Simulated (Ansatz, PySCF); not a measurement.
Gas-phase reaction (SMILES): CB(S)S [methyl-bis(sulfanyl)borane] -> CB([S-])S + H+; deprotonation at the site shown.

Each molecule is optimised on its own at B3LYP-D3(BJ)/def2-TZVP (Ansatz, a quantum-chemistry and plane-wave program), one conformer each, not searched for the lowest. Correlated levels leave the core frozen unless marked. Spin-orbit coupling is left out. Non-relativistic. CBS marks a two-point X^-3 extrapolation of the correlation energy; Hartree-Fock from the larger set. Anions need diffuse functions, of which def2-TZVPD holds fewer than the aug- sets. Thermal terms are rigid-rotor harmonic-oscillator values from B3LYP-D3(BJ) frequencies (PySCF) at 298.15 K and 1 atm. 1 Eh = 627.5095 kcal/mol. The proton has no electrons: its energy is zero and its thermal terms are those of translation.

```csv
species,"E, CCSD(T)/CBS(aug-cc-pV(T+d)Z,aug-cc-pV(Q+d)Z) (Ansatz) (Eh)","E, wB97X-V/def2-TZVPD (Ansatz) (Eh)",H - E (Eh),G - E (Eh)
CB(S)S,-861.46367,-862.33043,0.06757,0.03032
CB([S-])S,-860.91984,-861.78192,0.05731,0.02103
H+,0.00000,0.00000,0.00236,-0.01000
```

Q: Work out ΔE and ΔH, ΔG, ΔS and the equilibrium constant at 298.15 K at the first level, then ΔH at the second.

A: 
1. ΔE = [(-860.91984) + (0.00000)] - [(-861.46367)] = 0.54383 Eh = 341.3 kcal/mol at CCSD(T)/CBS(aug-cc-pV(T+d)Z,aug-cc-pV(Q+d)Z).
2. The terms H - E add up to -0.00790 Eh, so ΔH = (0.54383 + (-0.00790))×627.5095 = 336.3 kcal/mol.
3. The terms G - E add up to -0.01929 Eh, so ΔG = 329.2 kcal/mol, and ΔS = (-0.00790 - (-0.01929))×627509.5/298.15 = 24.0 cal/(mol K).
4. log10 K = -ΔG/(RT ln 10) = -241.3, with RT ln 10 = 1.3642 kcal/mol.
5. At wB97X-V/def2-TZVPD the same steps give ΔE = 344.2 and ΔH = 339.2 kcal/mol, a shift of +2.9 from the first level.
6. These values are not checked against measurement here, since the tables used lack a sound gas-phase enthalpy of formation for at least one species, or one in the same ion convention.
